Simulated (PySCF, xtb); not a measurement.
BrH₃OSiZn, SMILES [SiH3][O][Zn][Br].

GFN2-xTB (xtb 6.7.1) at its own geometry gives an orbital gap of 3.26 eV and a dipole moment of 3.95 D.

Geometry optimised at TPSSh-D3(BJ)/def2-SVP. The structure was generated by enumeration; whether it is a known compound was not checked. Other conformers were not sampled.

**Question.** What does PBE/def2-TZVP (PySCF) give? (Estimate from the structure and the level; the computed values follow.)

**Answer.** gap 4.43 eV (levels -7.04 and -2.61 eV), dipole 0.20 D.
